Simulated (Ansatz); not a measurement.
One change: `C[N](C)[Sn][F]` becomes `CN(C)CO`.

Ansatz, PBE0-D4/def2-TZVP geometries, multiplicity 1. Each molecule was computed in one conformer, which needn't be the lowest.

Elements past krypton have def2 core potentials.

| property | `C[N](C)[Sn][F]` |
| --- | --- |
| LUMO energy (PBE0/def2-TZVPP) / eV | -1.87 |
| HOMO–LUMO gap (PBE0/def2-TZVPP) / eV | 4.65 |
| HOMO–LUMO gap (B3LYP/def2-TZVPP) / eV | 4.23 |
| HOMO energy (ωB97M-V/def2-TZVPP) / eV | -8.72 |
| HOMO–LUMO gap (PBE/def2-TZVPP) / eV | 2.87 |
| LUMO energy (PBE/def2-TZVPP) / eV | -2.49 |

Task: Give the same properties after the change, and the shifts. (An estimate is asked.)

Result: The calculation gave: 
```tsv
property	`CN(C)CO`	shift
LUMO energy (PBE0/def2-TZVPP) / eV	1.21	3.08
HOMO–LUMO gap (PBE0/def2-TZVPP) / eV	7.71	3.06
HOMO–LUMO gap (B3LYP/def2-TZVPP) / eV	7.17	2.94
HOMO energy (ωB97M-V/def2-TZVPP) / eV	-8.84	-0.12
HOMO–LUMO gap (PBE/def2-TZVPP) / eV	5.54	2.67
LUMO energy (PBE/def2-TZVPP) / eV	0.39	2.88
```

The zero-point energy changes by 111.6 kJ/mol with +9 modes.

B3LYP here is the variant with VWN-RPA as its local correlation; programs differ in this.
